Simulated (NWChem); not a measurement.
System: CdHSeCl; SMILES [Cl][Cd][SeH]

NWChem input:

```
start job
memory heap 200 mb stack 900 mb global 1100 mb
geometry units angstroms noautosym nocenter noautoz
  Cd     0.340303    -0.251879    -0.007762
  Cl     0.403455    -2.542656     0.007163
  Se     0.286526     2.194066    -0.022073
  H     -1.185974     2.190613    -0.026774
end
basis spherical
  * library def2-svpd
end
ecp
  Cd library def2-ecp
end
dft
  xc xpbe96 cpbe96
  iterations 150
end
property
  response 1 0.0
end
task dft property
```

Output (shortened):

```
             Northwest Computational Chemistry Package (NWChem) 7.3.0
             --------------------------------------------------------

                             Geometry "geometry" -> ""
                             -------------------------

 Output coordinates in angstroms (scale by  1.889725989 to convert to a.u.)

  No.       Tag          Charge          X              Y              Z
 ---- ---------------- ---------- -------------- -------------- --------------
    1 Cd                  48.0000     0.34030300    -0.25187900    -0.00776200
    2 Cl                  17.0000     0.40345500    -2.54265600     0.00716300
    3 Se                  34.0000     0.28652600     2.19406600    -0.02207300
    4 H                    1.0000    -1.18597400     2.19061300    -0.02677400

 Effective nuclear repulsion energy (a.u.)     628.8044265038

                                 NWChem DFT Module
                                 -----------------

 Summary of "ao basis" -> "ao basis" (spherical)
 ------------------------------------------------------------------------------
       Tag                 Description            Shells   Functions and Types
 ---------------- ------------------------------  ------  ---------------------
 Cd                        def2-svpd                12       34   5s4p2d1f
 Cl                        def2-svpd                11       27   5s4p2d
 Se                        def2-svpd                15       41   6s5p4d
 H                         def2-svpd                 4        8   2s2p

            General Information
            -------------------
          SCF calculation type: DFT
          Wavefunction type:  closed shell.
          No. of atoms     :     4
          No. of electrons :    72
           Alpha electrons :    36
            Beta electrons :    36
          Charge           :     0
          Spin multiplicity:     1
          Use of symmetry is: off; symmetry adaption is: off
          Maximum number of iterations: 150
          AO basis - number of functions:   110
                     number of shells:    42
          Convergence on energy requested:  1.00D-06
          Convergence on density requested:  1.00D-05
          Convergence on gradient requested:  5.00D-04

              XC Information
              --------------
          PerdewBurkeErnzerhof Exchange Functional  1.000
            Perdew 1991 LDA Correlation Functional  1.000 local
           PerdewBurkeErnz. Correlation Functional  1.000 non-local

             Grid Information
             ----------------
          Grid used for XC integration:  medium
          Radial quadrature: Mura-Knowles
          Angular quadrature: Lebedev.
          Tag              B.-S. Rad. Rad. Pts. Rad. Cut. Ang. Pts.
          ---              ---------- --------- --------- ---------
          Cd                  1.55      123          12.0       590
          Cl                  1.00       88          15.0       590
          Se                  1.15      112          15.0       590
          H                   0.35       45          14.0       434
          Grid pruning is: on
          Number of quadrature shells:   368
          Spatial weights used:  Erf1

      Superposition of Atomic Density Guess
      -------------------------------------

 Sum of atomic energies:       -3051.31615670

      Non-variational initial energy
      ------------------------------

 Total energy =   -3026.595350
 1-e energy   =   -4889.910377
 2-e energy   =    1555.479280
 HOMO         =      -0.296312
 LUMO         =      -0.053295

   convergence    iter        energy       DeltaE   RMS-Dens  Diis-err
 ---------------- ----- ----------------- --------- --------- ---------
 d= 0,ls=0.0,diis     1  -3029.1228758430 -3.34D+03  1.70D-02  5.58D-01
 d= 0,ls=0.0,diis     2  -3029.0421155716  8.08D-02  1.13D-02  9.21D-01
 d= 0,ls=0.0,diis     3  -3029.1761463831 -1.34D-01  2.95D-03  9.72D-02
 d= 0,ls=0.0,diis     4  -3029.1895650210 -1.34D-02  9.17D-04  8.73D-03
 d= 0,ls=0.0,diis     5  -3029.1903552304 -7.90D-04  4.19D-04  9.04D-04
  Resetting Diis
 d= 0,ls=0.0,diis     6  -3029.1904913328 -1.36D-04  1.23D-04  1.52D-04
 d= 0,ls=0.0,diis     7  -3029.1905151213 -2.38D-05  6.12D-05  9.34D-06
 d= 0,ls=0.0,diis     8  -3029.1905134246  1.70D-06  3.96D-05  2.08D-05
 d= 0,ls=0.0,diis     9  -3029.1905163031 -2.88D-06  5.79D-06  2.29D-07
 d= 0,ls=0.0,diis    10  -3029.1905163351 -3.20D-08  1.33D-06  2.57D-08

         Total DFT energy =    -3029.190516335090
      One electron energy =    -4889.575503251332
           Coulomb energy =     1683.184030648706
    Exchange-Corr. energy =     -130.634791172854
 Nuclear repulsion energy =      307.835747440390

 Numeric. integr. density =       72.000012099075

                       DFT Final Molecular Orbital Analysis
                       ------------------------------------

 Vector   34  Occ=2.000000D+00  E=-2.750996D-01
              MO Center=  4.0D-01, -2.3D+00,  5.8D-03, r^2= 1.8D+00
   Bfn.  Coefficient  Atom+Function         Bfn.  Coefficient  Atom+Function
  ----- ------------  ---------------      ----- ------------  ---------------
    48      0.588748  2 Cl pz                45      0.462460  2 Cl pz
    42      0.267682  2 Cl pz                19      0.117925  1 Cd d -1
    51      0.106408  2 Cl pz                79      0.073264  3 Se pz
    76      0.064029  3 Se pz                 8     -0.062128  1 Cd pz
    11      0.059556  1 Cd pz                73     -0.041497  3 Se pz

 Vector   35  Occ=2.000000D+00  E=-2.743621D-01
              MO Center=  4.1D-01, -2.4D+00,  6.2D-03, r^2= 1.7D+00
   Bfn.  Coefficient  Atom+Function         Bfn.  Coefficient  Atom+Function
  ----- ------------  ---------------      ----- ------------  ---------------
    46      0.593386  2 Cl px                43      0.466343  2 Cl px
    40      0.269807  2 Cl px                18      0.141027  1 Cd d -2
    49      0.107416  2 Cl px                 6     -0.052861  1 Cd px
     9      0.050919  1 Cd px                78     -0.035400  3 Se py
   103      0.035408  4 H  s                 75     -0.034150  3 Se py

 Vector   36  Occ=2.000000D+00  E=-2.286708D-01
              MO Center=  2.5D-01,  2.0D+00, -2.1D-02, r^2= 2.6D+00
   Bfn.  Coefficient  Atom+Function         Bfn.  Coefficient  Atom+Function
  ----- ------------  ---------------      ----- ------------  ---------------
    79      0.543000  3 Se pz                76      0.497510  3 Se pz
    73     -0.313276  3 Se pz                19     -0.132992  1 Cd d -1
    70      0.101743  3 Se pz                48     -0.100561  2 Cl pz
    45     -0.080580  2 Cl pz                82      0.076655  3 Se pz
     8     -0.055673  1 Cd pz                11      0.052862  1 Cd pz

 Vector   37  Occ=0.000000D+00  E=-1.036276D-01
              MO Center=  2.8D-01,  1.1D-01, -1.1D-02, r^2= 6.3D+00
   Bfn.  Coefficient  Atom+Function         Bfn.  Coefficient  Atom+Function
  ----- ------------  ---------------      ----- ------------  ---------------
     5      0.800988  1 Cd s                  4      0.578407  1 Cd s
    78      0.409826  3 Se py                 2     -0.324924  1 Cd s
    47     -0.323652  2 Cl py                13     -0.321946  1 Cd py
    75      0.299741  3 Se py                39     -0.294068  2 Cl s
    67      0.265812  3 Se s                 50     -0.228186  2 Cl py

 Vector   38  Occ=0.000000D+00  E=-5.994295D-02
              MO Center=  4.2D-01,  1.9D-01, -1.0D-02, r^2= 5.4D+00
   Bfn.  Coefficient  Atom+Function         Bfn.  Coefficient  Atom+Function
  ----- ------------  ---------------      ----- ------------  ---------------
    12      0.561938  1 Cd px                 9      0.279843  1 Cd px
     6     -0.253966  1 Cd px               104      0.242687  4 H  s
   103      0.206915  4 H  s                 46     -0.174537  2 Cl px
    66     -0.173763  3 Se s                 15      0.164695  1 Cd px
    67      0.162590  3 Se s                 65     -0.134205  3 Se s

 Vector   39  Occ=0.000000D+00  E=-4.383113D-02
              MO Center=  3.4D-01, -1.1D-01, -7.7D-03, r^2= 5.3D+00
   Bfn.  Coefficient  Atom+Function         Bfn.  Coefficient  Atom+Function
  ----- ------------  ---------------      ----- ------------  ---------------
    14      0.700658  1 Cd pz                11      0.302347  1 Cd pz
     8     -0.263678  1 Cd pz                79     -0.246689  3 Se pz
    48     -0.193626  2 Cl pz                76     -0.165196  3 Se pz
    17      0.136102  1 Cd pz                45     -0.125902  2 Cl pz
    73      0.099190  3 Se pz                99     -0.086228  3 Se d -1

     Multipole analysis of the density
     ---------------------------------

     L   x y z        total         alpha         beta         nuclear
     -   - - -        -----         -----         ----         -------
     0   0 0 0     -0.000000    -36.000000    -36.000000     72.000000

     1   1 0 0     -0.175060    -21.083052    -21.083052     41.991044
     1   0 1 0      0.667776    -26.619392    -26.619392     53.906560
     1   0 0 1     -0.005335      0.763356      0.763356     -1.532048

     2   2 0 0    -37.032782    -35.088185    -35.088185     33.143587
     2   1 1 0     -0.309036      0.519308      0.519308     -1.347651
     2   1 0 1      0.014610      0.341162      0.341162     -0.667714
     2   0 2 0    -46.571815   -522.606062   -522.606062    998.640310
     2   0 1 1      0.026977      3.541305      3.541305     -7.055632
     2   0 0 2    -40.190886    -20.130010    -20.130010      0.069134

 *** CALLING NEW AORESP DRIVER FOR CLOSED AND OPEN SHELLS ***
 Entering AOResponse driver routine

--------------------------------------------------------------------------------

          -----------------------------------------------
          Solving response equations for perturbing field
          -----------------------------------------------

 number of frequencies:     1
 frequency in a.u.:  0.0000000E+00
 Perturbing field: electric
 Using El. Dipole Length Gauge

 Setting up CPKS with frequency omega =      0.00000000 a.u.

 STATIC response

                                NWChem CPHF Module
                                ------------------

  scftype          =     RHF
  nclosed          =       36
  nopen            =        0
  variables        =     2664
  # of vectors     =        3
  tolerance        = 0.10D-03
  level shift      = 0.00D+00
  max iterations   =       50
  max subspace     =       30

 SCF residual:    1.9206662222495358E-005

Iterative solution of linear equations
  No. of variables     2664
  No. of equations        3
  Maximum subspace       30
        Iterations       50
       Convergence  1.0D-04

   iter   nsub   residual    time
   ----  ------  --------  ---------
     1      3    1.33D+01      17.7
     2      6    3.10D+00      23.1
     3      9    7.54D-01      28.5
     4     12    1.47D-01      34.0
     5     15    4.58D-02      39.4
     6     18    9.40D-03      44.8
     7     21    1.33D-03      50.2
     8     24    3.02D-04      55.7
     9     27    5.71D-05      61.3

 Electric Dipole Response Matrix (nonzero elements):

              1        2        3
    1   59.4291  -3.2826   0.0137
    2   -3.2826 119.8533  -0.3647
    3    0.0137  -0.3647  61.2733

 ------------------------------------------
 average:        80.18524 + I       0.00000

 DFT Linear Response polarizability / au
 Frequency  =       0.0000000 / au
              X              Y              Z
 -----------------------------------------------
 X      59.4291344     -3.2825767      0.0136551
 Y      -3.2826304    119.8533173     -0.3647326
 Z       0.0136530     -0.3647332     61.2732720
 -----------------------------------------------
 Eigenvalues =      59.2513115    120.0333884     61.2710239
 Isotropic   =      80.1852412
 Anisotropic =      59.7978076
 -----------------------------------------------

 Magnetic Dipole Response Matrix (nonzero elements):

 Exiting AOResponse driver routine
```

Level: PBE/def2-SVPD with def2 effective core potentials on Cd. All runs use the structure optimised with PBE0/def2-SVP. def2 effective core potentials on Cd; no spin-orbit coupling.
